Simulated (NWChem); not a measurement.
Species: SnAsH5; SMILES [AsH2][SnH3]

```xyz
7

Sn     0.0000     1.0223    -0.0121
As     0.0000    -1.5946    -0.0405
H     -1.3919     1.5731    -0.8469
H      1.3997     1.5727    -0.8339
H     -0.0073     1.6597     1.5795
H     -1.0970    -1.6493     1.0201
H      1.0965    -1.6489     1.0206
```
Atoms are numbered in this order, from 1.

Program: NWChem. All runs use the structure optimised with PBE0/def2-SVP. def2 effective core potentials on Sn; no spin-orbit coupling.

Taking TPSS/def2-TZVPP as the yardstick, which of these has the fewest basis functions while keeping “dipole (D)” within 0.05 D of it: TPSS/def2-TZVP; TPSS/def2-SVPD; TPSS/def2-SVP?

TPSS/def2-SVPD.
```json
[
 {"level": "TPSS/def2-SVP", "basis functions": "83", "dipole (D)": "0.38", "relative time (rough)": "1"},
 {"level": "TPSS/def2-SVPD", "basis functions": "110", "dipole (D)": "0.25", "relative time (rough)": "1"},
 {"level": "TPSS/def2-TZVP", "basis functions": "128", "dipole (D)": "0.27", "relative time (rough)": "3"},
 {"level": "TPSS/def2-TZVPP", "basis functions": "168", "dipole (D)": "0.27", "relative time (rough)": "4"}
]
```

The yardstick is one finite set, not the basis-set limit.
